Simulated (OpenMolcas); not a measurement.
# What dynamic correlation does to the levels of Mo4+

* Program: OpenMolcas 26.06
* Basis: ANO-R3 [8s6p5d3f2g1h]
* Scalar Hamiltonian: X2C, finite nucleus
* Active space: 2 electrons in 5 orbitals (4d)
* State averaging: 2S+1 = 3 even, 10 roots; 2S+1 = 1 even, 15 roots
* Spin-orbit coupling: RASSI with atomic mean-field integrals over the reference wave functions, term energies averaged over their components

Methods on the same reference wave functions:
A. CASSCF
B. SS-CASPT2, IPEA 0.25 Eh, imaginary shift 0.1 Eh (closed shells correlated: 4s 4p)

Energies in cm-1 above 4d2 3F2, the measured ground level; measured values from Sugar and Musgrove, J. Phys. Chem. Ref. Data 17, 155 (1988).

| Level | A | B | Measured |
| --- | --- | --- | --- |
| 4d2 3F2 | 0.0 | 0.0 | 0.0 |
| 4d2 3F3 | 1452 | 1495 | 1578 |
| 4d2 3F4 | 3158 | 3190 | 3357 |
| 4d2 1D2 | 12794 | 9920 | 10190 |
| 4d2 3P0 | 13878 | 11850 | 11161 |
| 4d2 3P1 | 14461 | 12470 | 11807 |
| 4d2 3P2 | 15958 | 13800 | 13408 |
| 4d2 1G4 | 19342 | 16730 | 16354 |
| 4d2 1S0 | 45511 | 37830 | 37738 |

Deviations, from unrounded energies. A percentage is the sum of absolute deviations over the sum of measured energies, with the sign that they share, or ± where signs differ.

```json
{"Against measurement": "mean absolute deviation (cm-1)", "Levels": "8", "A": "2700", "B": "340"}
{"Against measurement": "fine structure of the ground term (%)", "Levels": "2", "A": "-6.6", "B": "-5.0"}
{"Against measurement": "other terms of the ground configuration (%)", "Levels": "6", "A": "+21.1", "B": "±2.5"}
```

B lies closest to measurement on these levels. The largest miss of B in the table is 4d2 3P0, by +690 cm-1. The ranking rests on the paired levels alone, and a cruder setting can come out closer through cancelling errors.

From A to B the spin-free energies of the other terms of 4d2 shown, above 3F, scale by factors of 0.73 to 0.85, as is usual when dynamic correlation screens the repulsion within a d or f shell.

The lowest spin-free term lies below A's lowest term by 0.291 hartree in B.

CASPT2 does not keep the components of a term degenerate, so their means are used; among the terms shown or strongly mixed into the levels shown the widest spread is 630 cm-1 (4d2 1G, B). Without dynamic correlation excited terms often stand tens of per cent too high (terms of higher spin than the ground term too low), and those without a measured partner can miss by more than the paired ones (holds for A). Measured partners are found by configuration, term and J. A level has none where our copy of the source lacks it or the pairing is in doubt (some pairs that miss far off the trend of their configuration count as doubtful), and it then counts in no deviation. Levels of configurations outside the active space are missing.
